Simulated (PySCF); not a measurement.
Candidates: SiF₄, SiBr₄, SiI₄. Level: PBE0 in the def2-SVP basis family, computed in PySCF with density fitting; scalar-relativistic core potentials for atoms from Rb on, none lighter, no spin–orbit coupling; open shells unrestricted.

One of them gave a singlet of Td symmetry with wavenumbers 84 (×2), 133 (×3), 251, 504 (×3) cm⁻¹ and a HOMO–LUMO gap of 7.04 eV.

Task: Which molecule is it?
A. SiI₄
B. SiBr₄
C. SiF₄

Result: B. That is SiBr₄, with Si–Br 2.203 Å (×4). The others give SiF₄ 1.586 Å and 1045 cm⁻¹ for the highest mode; SiI₄ 2.442 Å and 413 cm⁻¹ for the highest mode.

The structures come from searches over a few start shapes, so lower isomers are not excluded.
